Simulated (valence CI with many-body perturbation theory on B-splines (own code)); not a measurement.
E1 line list for P2+

Computed by configuration interaction combined with many-body perturbation theory (CI+MBPT): three valence electrons over a frozen Dirac-Fock core [Ne], a basis of 11 s, 11 p, 9 d, 7 f, 5 g, 2 h, 1 i functions for each j, with the one-electron correlation potential Σ1, the two-electron term Σ2, the three-electron term Σ3, Breit, model QED; selected CI, second order for the rest, scaled by the run's own slope (own B-spline code, finite nucleus).

Set against measurement, 13 paired levels are off by 60 cm⁻¹ on average, the worst by 100. These come from a selection out of Martin, Zalubas and Musgrove, J. Phys. Chem. Ref. Data 14, 751 (1985). Levels without a partner in it may be off by more.

Lines 101 to 150 of 285 in falling wavelength, among levels below 25.641 eV, chosen from the strongest by gf and those to the six lowest levels. Wavelengths and rates use the calculated energies, so an error of 60 cm⁻¹ moves a line at 163.8 nm by 0.098 % and its rate by three times that or more. Electric multipoles are in the length gauge, E1 and E2 with the static RPA response of the core. Weak lines are less certain than strong ones. Lines between different terms over intervals too small for the method are left out, as are lines whose strength nearly cancels. Where a level lies close to another of its J and parity, the split of strength between their lines is uncertain. The highest levels of a list are the least certain.

Names give the largest LS component (configuration and term), which can be under half, so a name can repeat, a term be missing and a line seem to break the LS rules; names also repeat where a configuration has a term twice. Letters in brackets count levels of one name in rising energy.

| λ vac (nm) | λ from measured levels | Upper | Lower | A (s⁻¹) | S (a.u.) with core polarisation | S without |
| --- | --- | --- | --- | --- | --- | --- |
| 163.8 | 163.6 | 3p³ ²P°_1/2 | 3s3p² ²P_1/2 | 5.92e+07 | 2.57e-01 | 2.75e-01 |
| 161.8 |  | 3s²4f ²F°_5/2 | 3s²3d ²D_5/2 | 3.58e+07 | 4.49e-01 | 4.45e-01 |
| 161.8 |  | 3s²4f ²F°_7/2 | 3s²3d ²D_5/2 | 5.37e+08 | 8.97e+00 | 8.89e+00 |
| 161.8 |  | 3s²4f ²F°_5/2 | 3s²3d ²D_3/2 | 5.02e+08 | 6.30e+00 | 6.24e+00 |
| 150.3 |  | 3s²4p ²P°_1/2 | 3s3p² ²D_3/2 | 2.00e+08 | 6.70e-01 | 6.61e-01 |
| 150.1 |  | 3s²4p ²P°_3/2 | 3s3p² ²D_5/2 | 1.79e+08 | 1.20e+00 | 1.18e+00 |
| 150.0 |  | 3s²4p ²P°_3/2 | 3s3p² ²D_3/2 | 2.01e+07 | 1.34e-01 | 1.32e-01 |
| 149.5 |  | 3s²5p ²P°_3/2 | 3s²4s ²S_1/2 | 2.57e+07 | 1.70e-01 | 1.70e-01 |
| 138.3 |  | 3p³ ²D°_3/2 | 3s3p² ²D_3/2 | 7.59e+07 | 3.96e-01 | 4.24e-01 |
| 138.2 |  | 3p³ ²D°_5/2 | 3s3p² ²D_5/2 | 8.28e+07 | 6.47e-01 | 6.93e-01 |
| 138.1 |  | 3p³ ²D°_5/2 | 3s3p² ²D_3/2 | 5.79e+06 | 4.52e-02 | 4.84e-02 |
| 134.6 |  | 3s3p² ²D_3/2 | 3s²3p ²P°_3/2 | 9.28e+06 | 4.47e-02 | 4.78e-02 |
| 134.5 |  | 3s3p² ²D_5/2 | 3s²3p ²P°_3/2 | 6.47e+07 | 4.67e-01 | 4.99e-01 |
| 134.5 |  | 3s3p4s ²P°_1/2 | 3s²3d ²D_3/2 | 2.50e+08 | 6.01e-01 | 5.94e-01 |
| 133.9 |  | 3s3p4s ²P°_3/2 | 3s²3d ²D_5/2 | 2.34e+08 | 1.11e+00 | 1.10e+00 |
| 133.6 |  | 3s3p² ²D_3/2 | 3s²3p ²P°_1/2 | 5.79e+07 | 2.73e-01 | 2.91e-01 |
| 132.3 |  | 3s3p3d ²D°_5/2 | 3s3p² ²P_3/2 | 1.11e+08 | 7.59e-01 | 7.94e-01 |
| 131.6 |  | 3s3p3d ²D°_3/2 | 3s3p² ²P_1/2 | 9.94e+07 | 4.47e-01 | 4.68e-01 |
| 122.3 |  | 3s3p4s ²P°_1/2 | 3s3p² ²P_3/2 | 9.15e+07 | 1.65e-01 | 1.65e-01 |
| 121.7 |  | 3s3p4s ²P°_3/2 | 3s3p² ²P_3/2 | 2.25e+08 | 8.01e-01 | 7.99e-01 |
| 121.7 |  | 3s3p4s ²P°_1/2 | 3s3p² ²P_1/2 | 1.74e+08 | 3.09e-01 | 3.08e-01 |
| 121.2 |  | 3s3p4s ²P°_3/2 | 3s3p² ²P_1/2 | 5.04e+07 | 1.77e-01 | 1.76e-01 |
| 119.4 |  | 3s²5f ²F°_7/2 | 3s²3d ²D_5/2 | 1.72e+08 | 1.16e+00 | 1.23e+00 |
| 119.3 |  | 3s²5f ²F°_5/2 | 3s²3d ²D_3/2 | 1.53e+08 | 7.71e-01 | 8.17e-01 |
| 118.9 |  | 3s3p3d ⁴F°_3/2 | 3s3p² ²D_3/2 | 1.74e+05 | 5.77e-04 | 6.00e-04 |
| 118.8 |  | 3s²4p ²P°_3/2 | 3s3p² ⁴P_5/2 | 3.59e+04 | 1.19e-04 | 1.16e-04 |
| 118.7 |  | 3s3p3d ⁴F°_5/2 | 3s3p² ²D_3/2 | 1.38e+04 | 6.85e-05 | 6.70e-05 |
| 118.5 | 118.7 | 3s²4p ²P°_1/2 | 3s3p² ⁴P_3/2 | 8.74e+03 | 1.44e-05 | 1.41e-05 |
| 118.4 |  | 3s²4p ²P°_3/2 | 3s3p² ⁴P_3/2 | 1.31e+00 | 4.29e-09 | 1.74e-09 |
| 118.3 | 118.4 | 3s²4p ²P°_1/2 | 3s3p² ⁴P_1/2 | 1.76e+03 | 2.88e-06 | 2.94e-06 |
| 118.1 |  | 3s²4p ²P°_3/2 | 3s3p² ⁴P_1/2 | 5.02e+02 | 1.63e-06 | 1.68e-06 |
| 117.9 |  | 3p³ ⁴S°_3/2 | 3s3p² ²D_3/2 | 2.17e+04 | 7.03e-05 | 7.28e-05 |
| 113.5 |  | 3s²6p ²P°_3/2 [a] | 3s²4s ²S_1/2 | 9.15e+07 | 2.64e-01 | 2.67e-01 |
| 113.5 |  | 3s²6p ²P°_1/2 | 3s²4s ²S_1/2 | 9.72e+07 | 1.40e-01 | 1.42e-01 |
| 112.3 |  | 3s²6p ²P°_3/2 [a] | 3s²3d ²D_5/2 | 6.42e+07 | 1.80e-01 | 1.82e-01 |
| 111.3 |  | 3p³ ²D°_3/2 | 3s3p² ⁴P_5/2 | 5.57e+03 | 1.52e-05 | 1.61e-05 |
| 111.2 |  | 3p³ ²D°_5/2 | 3s3p² ⁴P_5/2 | 2.30e+04 | 9.36e-05 | 9.96e-05 |
| 110.9 |  | 3p³ ²D°_3/2 | 3s3p² ⁴P_3/2 | 1.09e+04 | 2.93e-05 | 3.06e-05 |
| 110.8 |  | 3p³ ²D°_5/2 | 3s3p² ⁴P_3/2 | 1.96e+04 | 7.89e-05 | 8.05e-05 |
| 110.7 |  | 3p³ ²D°_3/2 | 3s3p² ⁴P_1/2 | 1.05e+04 | 2.82e-05 | 2.90e-05 |
| 109.9 |  | 3s3p4s ²P°_1/2 | 3s3p² ²S_1/2 | 1.13e+08 | 1.48e-01 | 1.44e-01 |
| 109.5 |  | 3s3p4s ²P°_3/2 | 3s3p² ²S_1/2 | 9.52e+07 | 2.47e-01 | 2.40e-01 |
| 105.0 |  | 3p³ ²P°_3/2 | 3s3p² ²D_5/2 | 1.37e+09 | 3.14e+00 | 3.28e+00 |
| 105.0 |  | 3p³ ²P°_3/2 | 3s3p² ²D_3/2 | 1.42e+08 | 3.24e-01 | 3.38e-01 |
| 104.9 |  | 3p³ ²P°_1/2 | 3s3p² ²D_3/2 | 1.53e+09 | 1.75e+00 | 1.82e+00 |
| 103.6 |  | 3s²6p ²P°_3/2 [a] | 3s3p² ²P_3/2 | 3.02e+08 | 6.64e-01 | 6.94e-01 |
| 103.2 |  | 3s²6p ²P°_3/2 [a] | 3s3p² ²P_1/2 | 5.21e+07 | 1.13e-01 | 1.19e-01 |
| 103.2 |  | 3s²6p ²P°_1/2 | 3s3p² ²P_1/2 | 2.27e+08 | 2.46e-01 | 2.57e-01 |
| 102.9 |  | 3s²6p ²P°_3/2 [b] | 3s3p² ²P_3/2 | 5.82e+08 | 1.25e+00 | 1.29e+00 |
| 102.9 |  | 3s3p3d ²P°_1/2 | 3s3p² ²P_3/2 | 2.55e+08 | 2.75e-01 | 2.83e-01 |
